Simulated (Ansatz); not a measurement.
System: sum formula SiN3H7Cl, charge 1, multiplicity 1. It need not be the lowest isomer of its formula. 
Coordinates optimised at B3LYP-D3(BJ)/def2-TZVP (Ansatz, a first-principles code):
```xyz
12

Si    -0.1549     0.2493    -0.1622
Cl     0.1116    -0.9219     1.4675
N      1.2543    -0.4461    -1.2494
N      0.2403     1.8778    -0.1301
N     -1.5942    -0.0834    -0.9369
H      2.1770    -0.3519    -0.8204
H      1.2833     0.0326    -2.1518
H     -0.4930     2.5635    -0.0133
H      1.1203     2.2351     0.2130
H     -2.0127     0.5228    -1.6261
H     -2.2164    -0.8166    -0.6330
H      1.1107    -1.4415    -1.4302
```
Charge +1, spin multiplicity 1.

Total electronic energies in hartree. Cores are frozen in the correlated levels unless marked. Spin-orbit coupling is left out. Non-relativistic. Basis-set limits of correlation are two-point, X^-3; Hartree-Fock from the larger set. The bracket is a focal-point correction in the basis named.

```tsv
level	program	energy (Eh)
HF/STO-3G	Ansatz	-905.45719
RI-HF/cc-pV(T+d)Z	Ansatz	-915.91888
SVWN5/def2-TZVPD	Ansatz	-914.18308
BLYP-D3(BJ)/def2-TZVPD	Ansatz + dftd3	-918.13675
BLYP/def2-TZVPD	Ansatz	-918.11333
r2SCAN/def2-TZVPD	Ansatz	-918.03887
PBE0-D4/def2-TZVP	Ansatz + dftd4	-917.72800
BHLYP-D3(BJ)/def2-TZVPD	Ansatz + dftd3	-918.10501
BHLYP/def2-TZVPD	Ansatz	-918.08960
r2SCAN0-D4/def2-TZVPD	Ansatz + dftd4	-918.01462
r2SCAN0/def2-TZVPD	Ansatz	-918.01172
CAM-B3LYP/def2-TZVPD	Ansatz	-918.13249
B2PLYP-D3(BJ)/def2-TZVPD	Ansatz + dftd3	-917.80990
RPA@PBE/cc-pV(T+d)Z	Ansatz	-917.39959
RPA@PBE/cc-pV(Q+d)Z	Ansatz	-917.55356
MP2/cc-pVTZ	Ansatz	-916.85819
RI-MP2/cc-pV(Q+d)Z	Ansatz	-916.95955
SCS-MP2/6-31G*	Ansatz	-916.43546
SCS-MP2/cc-pV(D+d)Z	Ansatz	-916.55342
SCS-MP2/cc-pwCVTZ	Ansatz	-916.87543
CCSD/6-31G*	Ansatz	-916.49864
RI-MP2/CBS(cc-pV(T+d)Z,cc-pV(Q+d)Z)+[CCSD(T)-MP2]/cc-pV(T+d)Z	Ansatz	-917.0959
CCSD(T)/CBS(cc-pV(T+d)Z,cc-pV(Q+d)Z)	Ansatz	-917.0897
```

Totals of different functionals don't rank their quality; only differences between species are comparable.
